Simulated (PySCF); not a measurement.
Work out the structure from these simulated measurements.

Formula: C7H11F.

| Quantity | Value |
| --- | --- |
| 1H NMR | chemical shifts (computed TMS as zero) by class: 4.69 (1 H), 4.67 (1 H), 2.32 (1 H), 2.31 (1 H), 1.97 (3 H), 1.81 (1 H), 1.30 (3 H) ppm [GIAO PBE0/pcSseg-1] |
| Rotational structure | rotational constants A, B, C: 3.306, 0.969, 0.898 GHz [GFN2-xTB] |
| NMR, other nuclei | isotropic shieldings of nuclei other than C and H, by class: 425 (1 F) ppm [GIAO PBE0/pcSseg-1] |
| 13C NMR | chemical shifts (computed TMS as zero) by class: 91.7 (1 C), 86.4 (1 C), 82.3 (1 C), 37.0 (1 C), 24.2 (1 C), 17.1 (1 C), 4.6 (1 C) ppm [GIAO PBE0/pcSseg-1] |
| Dipole | 1.95 D [PBE0/pcSseg-1] |

The electronic properties come from PySCF, for the isolated species, density fitting. Levels stand in brackets. The structure is a single GFN2-xTB conformer in the gas phase; no vibrational or solvent corrections. GFN2-xTB frequencies show an imaginary mode (29i cm⁻¹), so this geometry is no minimum at that level. Each NMR value is the plain mean over a class of atoms that symmetry, rotation or inversion makes alike.

Question: What is the compound? Reason from the data.

Answer: Numbering: `[CH3:1][C:2]#[C:3][CH2:4][C@H:5]([CH3:6])[CH2:7][F:8]`. Its formula, C7H11F, gives 2 degrees of unsaturation: 0 rings and 2 π bonds in the structure found. 7 carbons fall into 7 classes; from least to most shielded: sp3 C–F carbon [C7] (91.7 ppm), alkyne carbon [C2] (86.4 ppm), alkyne carbon [C3] (82.3 ppm), sp3 CH carbon [C5] (37.0 ppm), propargylic carbon [C4] (24.2 ppm), methyl carbon [C6] (17.1 ppm), propargylic carbon [C1] (4.6 ppm). Hydrogen classes from least to most shielded: 1 H on an sp3 C–F carbon, C7 (4.69 ppm), 1 H on an sp3 C–F carbon, C7 (4.67 ppm), 1 H on a propargylic carbon, C4 (2.32 ppm), 1 H on a propargylic carbon, C4 (2.31 ppm), 3 H on a propargylic carbon, C1 (1.97 ppm), 1 H on an sp3 CH carbon, C5 (1.81 ppm), 3 H on a methyl carbon, C6 (1.30 ppm, a mean of values up to 0.8 ppm apart in this geometry). The other shieldings belong to: 425 ppm, alkyl fluorine [F8]. The optimised geometry has point group C1 and is an asymmetric top. Structure: `CC#CC[C@H](C)CF`. Computed isomers that give other values at the same levels: `F[C@]12CC[C@H](CC1)C2` (13C chemical shifts (computed TMS as zero) by class: 106.0 (1 C), 43.0 (1 C), 35.9 (1 C), 35.5 (2 C), 32.2 (2 C) ppm); `C[C@@H]1C[C@]12C[C@@]2(C)F` (13C chemical shifts (computed TMS as zero) by class: 82.3 (1 C), 26.3 (1 C), 22.2 (1 C), 18.3 (1 C), 17.7 (1 C), 16.2 (1 C), 15.8 (1 C) ppm); `CC(C)(C)C#CCF` (13C chemical shifts (computed TMS as zero) by class: 107.3 (1 C), 81.5 (1 C), 73.9 (1 C), 32.5 (3 C), 28.0 (1 C) ppm). The assignments are read from this structure; whether some other isomer fits the data as well wasn't checked. The mirror image fits equally.

Conformer computed: `[CH3:1][C:2]#[C:3][CH2:4][C@H:5]([CH3:6])[CH2:7][F:8]`: C3–C4–C5–C6 62°, C4–C5–C7–F8 -171°.
